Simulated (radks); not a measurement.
Q: Species: the vanadium ion V2+. Configuration: [Ar] 3d3 (the NIST ground configuration). Calculated with a radial shooting solver on a logarithmic mesh with Libxc functionals: non-relativistic Kohn-Sham, r2SCAN, spin-polarised, spherical densities, point nucleus; open shells are filled with parallel spins first; meta-GGA in the generalised Kohn-Sham scheme; hard spherical wall at 7 bohr. Some entries of the table are withheld. Estimate them.

orbital,occ.,eigenvalue (hartree),r(max) (bohr),<1/r> (bohr^-1)
1s down,1,-197.0789,0.04411,22.52
1s up,1,-197.0776,0.04411,22.52
2s up,1,-22.76236,0.2578,4.750
2s down,1,-22.71163,0.2576,4.758
2p up,3,-19.24152,0.2093,4.676
2p down,3,-19.20315,0.2091,4.683
3s up,1,-3.28683,0.8261,1.466
3s down,1,-3.14579,0.8267,1.460
3p up,3,(1),0.8488,1.343
3p down,3,(2),0.8502,1.337
3d up,3,-0.82560,0.8867,(3)
3d down,0,-0.67868,0.8934,(4)
4s up,0,-0.63701,2.467,0.4740
4s down,0,-0.52643,2.632,0.4434
4p up,0,-0.45208,(5),0.4060
4d up,0,-0.19096,3.903,0.3468

A: 
(1) 3p up eigenvalue (hartree): -2.31745
(2) 3p down eigenvalue (hartree): -2.17569
(3) 3d up <1/r> (bohr^-1): 1.019
(4) 3d down <1/r> (bohr^-1): 1.011
(5) 4p up r(max) (bohr): 2.881
